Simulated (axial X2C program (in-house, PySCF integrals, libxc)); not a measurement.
Worked dissociation energy of InSe⁻: HF, 2c

Computed with an axial X2C code built on PySCF integrals. Two-component (2c) means X2C with spin–orbit coupling and atomic mean-field two-electron Coulomb and Gaunt terms. Basis: In dyall-acv3z [12s13p10d5f1g], Se dyall-acv3z [9s10p7d5f1g] (cores contracted in-house); Gaussian nuclei, density fitting, unrestricted open shells. Masses: In 114.904 u, Se 79.917 u.

Molecular state: Ω = 0 (closed shell).

| Item | Value |
| --- | --- |
| E(In) (2M_J = 1) | -5875.856362 hartree |
| E(Se-) (2M_J = 1) | -2427.365177 hartree |
| E(InSe⁻) at Re | -8303.295826 hartree |
| ωe | 272.6 cm⁻¹ |
| ωexe | 0.513 cm⁻¹ |

Question: Work out De and D0.

Answer: De = -5875.856362 + (-2427.365177) − (-8303.295826) = 0.07429 hartree = 2.021 eV. The zero-point energy is ωe/2 − ωexe/4 = 136 cm⁻¹ = 0.017 eV, so D0 = 2.005 eV.

One determinant describes the state; a PBE0 search over occupations chose it and may have missed a lower one. The closed shell is kept restricted, so the energy runs too high when the bond is stretched far. De is counted from the lowest determinant-based energies of the atoms at the same level, without counterpoise correction. Hartree–Fock gets electron affinities wrong, so its lowest charge split need not be the true one.

Hartree–Fock lacks correlation and underbinds, often by eV.

Each atomic determinant is the lowest at this level and need not be a pure J level. Totals compare only within one Hamiltonian and basis.
